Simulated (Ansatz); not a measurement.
`[NH2][Ga]([F])[F]` + HCl → `[NH2][Ga]([F])[Cl]` + H–F at 298.15 K and 1 bar (ligand exchange at a Ga–F bond).

Isolated molecules relaxed with PBE0-D4/def2-TZVP in Ansatz; ΔE leaves out vibrations. CBS: MP2 limit from def2 TZ/QZ plus the TZ coupled-cluster correction, frozen cores. This one scheme is used for every species. For Ga outer-core shells are correlated without core-valence functions, which leaves a few kJ/mol of doubt a bond. Scalar relativity is left out up to krypton. One conformer a species, not always the lowest.

```csv
species,CCSD(T)/CBS energy (Eh),H − E (kJ/mol),S (J/(mol·K))
`[NH2][Ga]([F])[F]`,-2179.54122,95.5,322.2
HCl,-460.38127,26.6,186.8
`[NH2][Ga]([F])[Cl]`,-2539.54166,94.1,335.8
H–F,-100.39570,33.5,173.6
```

H − E and S are ideal-gas, rigid-rotor, harmonic terms from PBE0-D4/def2-TZVP, for one conformer and one mirror image of each species. 1 Eh = 2625.50 kJ/mol, R = 8.31446 J/(mol·K).

Question: By hand: ΔE, ΔH, ΔS and ΔG.

Answer: ΔE = (-2539.54166) + (-100.39570) − (-2179.54122) − (-460.38127) = -0.01487 Eh = -39.0 kJ/mol. Δ(H − E) = 94.1 + 33.5 − 95.5 − 26.6 = 5.5, so ΔH = -33.5 kJ/mol. ΔS = 335.8 + 173.6 − 322.2 − 186.8 = 0.4 J/(mol·K). ΔG = -33.5 − 298.15 × (0.4)/1000 = -33.6 kJ/mol.

Question: By hand: the equilibrium constant, and the temperature at which ΔG would vanish if ΔH and ΔS stayed fixed.

Answer: log₁₀ K = −ΔG/(RT ln 10) = 5.9. ΔH and −TΔS have one sign here, so there is no such temperature.

The number of gas molecules stays the same, so ΔS is small and ΔH decides. A doubt of 5 kJ/mol in ΔE shifts log₁₀ K by 0.9 here. Other conformers and mirror images would add mixing entropy, several J/(mol·K) or more a flexible species. These are equilibria of isolated gas molecules and say nothing of rates. Largest T1 diagnostic: 0.014 (customary marks: 0.02 for closed shells, 0.045 for open ones).

ΔS is within the doubt of such terms, so its sign, and with it that verdict, could turn.
